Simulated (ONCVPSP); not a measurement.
# Er (Z = 68) ONCV: all-electron and pseudo phase curves

```
Element                 : Er
Generator               : ONCVPSP 4.0.1
Type                    : optimised norm-conserving Vanderbilt (ONCV)
Functional              : PBE
Relativity              : fully relativistic
Frozen core             : [Kr] 4d10 4f11
Valence charge          : 11
Reference configuration : 5s2 5p6 5d1 6s2
Partial waves           : 5s+6s: rc 2.25 bohr, ncon 4, nbas 8, qcut 6.2 1/bohr, 3 projectors, debl 2.6 Ha; 5p: rc 1.90 bohr, ncon 4, nbas 9, qcut 7.2 1/bohr, 2 projectors, debl 4 Ha; 5d: rc 2.80 bohr, ncon 3, nbas 8, qcut 6.2 1/bohr, 2 projectors, debl 3.1 Ha
Local potential         : polynomial inside 1.25 bohr (lpopt 1, dvloc0 0 Ha)
Core correction         : polynomial model core, fcfact 0.6
```

Open shells are filled in proportion to 2j + 1.

The phase is arctan(r·R′/R) of the radial function R(r), unwrapped; energies in Ha, scanned from -4 to 5 Ha. A pole is an energy at which the radial function vanishes at the test radius. The pseudo phase is shifted by a multiple of π to meet the all-electron one at the reference energy, and phase errors are pseudo minus all-electron; the curves can meet again beyond the range given. Levels narrower than the energy grid can be missing from the lists of poles.

```json
{"channel": "s", "radius (bohr)": "2.28", "reference energy (Ha)": "-0.16", "poles, all-electron": "-1.94, 2.91", "poles, pseudo": "-1.94, 2.91", "unbroken range about the reference energy with phases within 0.05 rad": "the whole range", "phase error 1 Ha above the reference energy (rad)": "+0.000"}
{"channel": "p3/2", "radius (bohr)": "1.93", "reference energy (Ha)": "-1.03", "poles, all-electron": "-0.24", "poles, pseudo": "-0.24", "unbroken range about the reference energy with phases within 0.05 rad": "the whole range", "phase error 1 Ha above the reference energy (rad)": "-0.000"}
{"channel": "p1/2", "radius (bohr)": "1.93", "reference energy (Ha)": "-1.24", "poles, all-electron": "-0.62", "poles, pseudo": "-0.62", "unbroken range about the reference energy with phases within 0.05 rad": "the whole range", "phase error 1 Ha above the reference energy (rad)": "-0.000"}
{"channel": "d5/2", "radius (bohr)": "2.85", "reference energy (Ha)": "-0.07", "poles, all-electron": "0.31, 3.12", "poles, pseudo": "0.31, 3.12", "unbroken range about the reference energy with phases within 0.05 rad": "the whole range", "phase error 1 Ha above the reference energy (rad)": "+0.000"}
{"channel": "d3/2", "radius (bohr)": "2.85", "reference energy (Ha)": "-0.08", "poles, all-electron": "0.27, 3.06", "poles, pseudo": "0.27, 3.06", "unbroken range about the reference energy with phases within 0.05 rad": "below 4.8", "phase error 1 Ha above the reference energy (rad)": "+0.001"}
```

Phases in the p3/2 channel:

```json
{"E (Ha)": "-3.98", "all-electron": "1.290", "pseudo": "1.290"}
{"E (Ha)": "-3.74", "all-electron": "1.272", "pseudo": "1.271"}
{"E (Ha)": "-3.50", "all-electron": "1.249", "pseudo": "1.249"}
{"E (Ha)": "-3.26", "all-electron": "1.222", "pseudo": "1.221"}
{"E (Ha)": "-3.02", "all-electron": "1.186", "pseudo": "1.186"}
{"E (Ha)": "-2.78", "all-electron": "1.138", "pseudo": "1.138"}
{"E (Ha)": "-2.54", "all-electron": "1.070", "pseudo": "1.069"}
{"E (Ha)": "-2.30", "all-electron": "0.965", "pseudo": "0.964"}
{"E (Ha)": "-2.06", "all-electron": "0.785", "pseudo": "0.784"}
{"E (Ha)": "-1.82", "all-electron": "0.436", "pseudo": "0.435"}
{"E (Ha)": "-1.58", "all-electron": "-0.198", "pseudo": "-0.198"}
{"E (Ha)": "-1.34", "all-electron": "-0.826", "pseudo": "-0.826"}
{"E (Ha)": "-1.10", "all-electron": "-1.171", "pseudo": "-1.171"}
{"E (Ha)": "-0.86", "all-electron": "-1.352", "pseudo": "-1.352"}
{"E (Ha)": "-0.62", "all-electron": "-1.461", "pseudo": "-1.461"}
{"E (Ha)": "-0.38", "all-electron": "-1.536", "pseudo": "-1.536"}
{"E (Ha)": "-0.14", "all-electron": "-1.594", "pseudo": "-1.594"}
{"E (Ha)": "0.10", "all-electron": "-1.642", "pseudo": "-1.642"}
{"E (Ha)": "0.34", "all-electron": "-1.686", "pseudo": "-1.686"}
{"E (Ha)": "0.58", "all-electron": "-1.729", "pseudo": "-1.730"}
{"E (Ha)": "0.82", "all-electron": "-1.775", "pseudo": "-1.776"}
{"E (Ha)": "1.06", "all-electron": "-1.827", "pseudo": "-1.827"}
{"E (Ha)": "1.30", "all-electron": "-1.890", "pseudo": "-1.891"}
{"E (Ha)": "1.54", "all-electron": "-1.973", "pseudo": "-1.974"}
{"E (Ha)": "1.78", "all-electron": "-2.090", "pseudo": "-2.091"}
{"E (Ha)": "2.02", "all-electron": "-2.270", "pseudo": "-2.271"}
{"E (Ha)": "2.26", "all-electron": "-2.566", "pseudo": "-2.568"}
{"E (Ha)": "2.50", "all-electron": "-3.028", "pseudo": "-3.029"}
{"E (Ha)": "2.74", "all-electron": "-3.545", "pseudo": "-3.545"}
{"E (Ha)": "2.98", "all-electron": "-3.919", "pseudo": "-3.919"}
{"E (Ha)": "3.22", "all-electron": "-4.144", "pseudo": "-4.144"}
{"E (Ha)": "3.46", "all-electron": "-4.284", "pseudo": "-4.284"}
{"E (Ha)": "3.70", "all-electron": "-4.376", "pseudo": "-4.376"}
{"E (Ha)": "3.94", "all-electron": "-4.441", "pseudo": "-4.442"}
{"E (Ha)": "4.18", "all-electron": "-4.489", "pseudo": "-4.490"}
{"E (Ha)": "4.42", "all-electron": "-4.527", "pseudo": "-4.529"}
{"E (Ha)": "4.66", "all-electron": "-4.558", "pseudo": "-4.559"}
{"E (Ha)": "4.90", "all-electron": "-4.583", "pseudo": "-4.585"}
```
